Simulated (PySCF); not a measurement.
# Electric field gradients and quadrupole coupling constants

C5H13OPSi2.
Structure used (GFN2-xTB), in Å, numbered top down from 1:
```
atom  x, y, z in Å
C1     4.1575   -1.0030    1.0391
C2     3.1117   -0.8095    0.4903
C3     1.8221   -0.5602   -0.1205
C4     0.7142   -0.4904    0.9353
Si5   -0.9817   -0.0207    0.1566
Si6   -1.6745   -1.4155   -1.5642
P7    -2.2849    0.3802    1.9702
O8    -0.8645    1.3862   -0.6742
C9    -0.7192    2.6776   -0.1579
H10    5.0817   -1.1764    1.5038
H11    1.8683    0.3831   -0.6727
H12    1.6032   -1.3573   -0.8375
H13    0.6501   -1.4524    1.4476
H14    0.9945    0.2437    1.6970
H15   -3.0229   -1.1218   -2.0592
H16   -0.7786   -1.3941   -2.7229
H17   -1.7031   -2.8002   -1.0789
H18   -2.4724   -0.9523    2.2768
H19   -3.4621    0.4388    1.2454
H20   -1.3404    2.8071    0.7333
H21    0.3230    2.8688    0.1075
H22   -1.0325    3.3877   -0.9240
```

Field gradients from the PBE0/pcSseg-1 density (PySCF, non-relativistic), principal values in atomic units, ordered |Vxx| ≤ |Vyy| ≤ |Vzz|:

| atom | Vxx | Vyy | Vzz |
| --- | --- | --- | --- |
| O8 | -0.5757 | -1.1512 | 1.7269 |

Q: Find the asymmetry η = (Vxx − Vyy)/Vzz and the couplings χ = eQV/h (234.96 MHz × Q in barn × V in au), with Q(17O) = −0.0256 b.

A: 
```csv
atom,environment,nucleus,η,χzz (MHz),χxx (MHz),χyy (MHz)
O8,silyl ether oxygen,17O,0.33,-10.39,3.46,6.92
```

Q: What is Vzz at O8 in SI units (1 au = 9.71736 × 10²¹ V/m²)?

A: 1.7269 au = 16.781 × 10²¹ V/m².

Q: What couplings would deuterons (Q(2H) = 0.00286 b) have in place of the hydrogens, at this geometry?

A: 
```
atom  bonded to  bond length (Å)  Vzz (au)     η  χzz (kHz)
 H10         C1            1.049    0.3982  0.00        268
 H11         C3            1.094    0.2964  0.02        199
 H12         C3            1.094    0.2974  0.04        200
 H13         C4            1.092    0.3093  0.04        208
 H14         C4            1.094    0.3035  0.04        204
 H15        Si6            1.466    0.1635  0.01        110
 H16        Si6            1.465    0.1644  0.02        110
 H17        Si6            1.468    0.1621  0.00        109
 H18         P7            1.380    0.2200  0.07        148
 H19         P7            1.384    0.2154  0.06        145
 H20         C9            1.094    0.2908  0.10        195
 H21         C9            1.092    0.2981  0.08        200
 H22         C9            1.090    0.3020  0.07        203
```

Geometry: GFN2-xTB, one conformer, isolated molecule. GFN2-xTB bond lengths can be off by several hundredths of an ångström, more for odd bonds, and the gradients follow them. The basis is small and wasn't made for field gradients, so the couplings can be 20 % off.
